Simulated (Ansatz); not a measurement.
`CN[SiH](F)Br` and `F[SiH](F)Br` differ in one atom or group.

Ansatz, PBE0-D4/def2-TZVP geometries, multiplicity 1. Each molecule was computed in one conformer, which needn't be the lowest.

Scalar relativity is left out up to krypton. Spin–orbit coupling is left out; it splits and shifts lone-pair levels of the heavy atoms by tenths of an eV.

| property | `CN[SiH](F)Br` |
| --- | --- |
| size of the dipole moment (ωB97M-V/def2-TZVPP) / D | 2.78 |
| LUMO energy (B3LYP/def2-TZVPP) / eV | 0.36 |
| HOMO–LUMO gap (PBE0/def2-TZVPP) / eV | 8.20 |
| HOMO–LUMO gap (ωB97M-V/def2-TZVPP) / eV | 12.08 |
| HOMO energy (ωB97M-V/def2-TZVPP) / eV | -9.88 |
| size of the dipole moment (B3LYP/def2-TZVPP) / D | 2.78 |

(1) Give the same properties after the change, and the shifts. (Estimate.)

## Answers

(1) Computed: 
| property | `F[SiH](F)Br` | shift |
| --- | --- | --- |
| size of the dipole moment (ωB97M-V/def2-TZVPP) / D | 1.14 | -1.64 |
| LUMO energy (B3LYP/def2-TZVPP) / eV | 0.05 | -0.31 |
| HOMO–LUMO gap (PBE0/def2-TZVPP) / eV | 9.58 | 1.38 |
| HOMO–LUMO gap (ωB97M-V/def2-TZVPP) / eV | 13.72 | 1.64 |
| HOMO energy (ωB97M-V/def2-TZVPP) / eV | -11.48 | -1.60 |
| size of the dipole moment (B3LYP/def2-TZVPP) / D | 1.17 | -1.61 |

With PBE0 the HOMO falls by 1.71 eV and the LUMO falls by 0.32 eV, so the gap widens by about 1.39 eV. PBE moves the HOMO by -1.78 eV and ωB97M-V by -1.60 eV. Dipoles are sizes alone; their direction can turn.

B3LYP here is the variant with VWN-RPA as its local correlation; programs differ in this.
